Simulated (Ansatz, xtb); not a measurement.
**Two conformers of AlH3SSe**

Structure I: `[SH][AlH][SeH]`, a singlet. Structure II: `[SH][AlH][SeH]`, a singlet. Both are isolated molecules in the gas phase, relaxed with B3LYP-D3(BJ)/def2-SVP.

I (Å):

```xyz
6

Al    0.2721    0.0803   -0.7239
S    -0.8519   -1.7839   -0.4619
Se   -0.7586    2.1294   -1.1048
H     1.8425    0.0251   -0.6505
H    -2.1211    1.5620   -1.0680
H    -2.0765   -1.2250   -0.6039
```

II (Å):

```xyz
6

Al   -0.5013   -0.3585    0.0902
S     1.2656    0.9294   -0.0766
Se   -0.7677   -2.0579   -1.4673
H     0.4819   -1.7045   -2.1708
H     0.9365    1.6832    0.9996
H    -1.5783   -0.1635    1.2224
```

Energies in hartree; the thermal terms are from B3LYP-D3(BJ)/def2-SVP harmonic frequencies (ideal gas, rigid rotor, one conformer each, 298.15 K, 1 atm) and include the zero-point energy:

```
                                I            II
E, CCSD(T)/def2-TZVP  −3041.724729  −3041.725096
   zero-point energy      0.024678      0.024627
        H(298 K) − E      0.031490      0.031438
        G(298 K) − E     −0.005844     −0.005930
```

Problem. Work out ΔE, ΔE₀, ΔH and ΔG for I → II in kJ/mol (1 Eh = 2625.50 kJ/mol) and the equilibrium ratio [II]/[I].

Solution. 1. ΔE = −3041.725096 − (−3041.724729) = −0.000367 Eh = −0.96 kJ/mol.
2. ΔE₀ = ΔE + ΔZPE = −0.000367 + (−0.000051) Eh = −1.10 kJ/mol.
3. ΔH = ΔE + (−0.000052) Eh = −1.10 kJ/mol.
4. ΔG = ΔE + (−0.000086) Eh = −1.19 kJ/mol, so ΔS = (ΔH − ΔG)/T = +0.3 J/(mol K).
5. kT = 0.9442 mEh, so K = [II]/[I] = exp(−ΔG/kT) = exp(+0.48) ≈ 1.6.

The two are too close for this level to say which is favoured. An error of 4 kJ/mol in ΔG would change K by a factor of 5. Mirror images and further conformers aren't counted.

Other levels gave ΔE = −0.8 (B3LYP-D3(BJ)/def2-SVP); −1.1 (HF/def2-TZVP); −1.2 (MP2/def2-TZVP) kJ/mol. The correlated steps freeze 19 core orbitals; the filled d shell of Se is correlated, in a basis made for valence electrons. Programs: Ansatz 0.2.0.
